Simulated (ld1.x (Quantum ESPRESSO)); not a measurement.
## u(r) = r·R(r): atom against pseudo-atom (Re)

Columns: radius, all-electron u(r) and pseudo u(r) of the 5d shell (level -33.10 eV) of rhenium in the configuration [Xe] 4f14 5d4 6s0 6p0; Wu–Cohen, scalar-relativistic, TM scheme, ld1.x (Quantum ESPRESSO) 7.5.

```tsv
r (bohr)	all-electron	pseudo
0.128	0.2493	0.0035
0.255	-0.1813	0.0267
0.382	-0.3917	0.0837
0.510	-0.2367	0.1798
0.638	0.0532	0.3083
0.765	0.3325	0.4521
0.893	0.5539	0.5933
1.020	0.7057	0.7114
1.148	0.7980	0.7960
1.275	0.8421	0.8420
1.402	0.8509	0.8536
1.530	0.8344	0.8378
1.658	0.8005	0.8030
1.785	0.7558	0.7570
1.912	0.7044	0.7048
2.040	0.6492	0.6492
2.168	0.5930	0.5930
2.295	0.5379	0.5379
2.422	0.4849	0.4849
2.550	0.4344	0.4344
2.678	0.3874	0.3874
2.805	0.3445	0.3445
2.932	0.3054	0.3054
3.060	0.2697	0.2697
3.188	0.2375	0.2375
3.315	0.2089	0.2089
```

Problem. How many radial nodes do the two functions have?

Solution. The all-electron 5d function has n − l − 1 = 2; the pseudo-wave has 0, since the states of the same l below it are removed with the core.

Problem. At about which radius was the pseudo-wave matched?

Solution. 2.25 bohr. The columns agree to 0.0005 from 1.91 bohr on; several derivatives are matched, so the curves merge somewhat inside the radius.

Problem. Is the pseudo-wave norm-conserving?

Solution. Yes: the TM scheme keeps the norm inside the radius equal to the all-electron one, which fixes the energy derivative of the logarithmic derivative at the level.
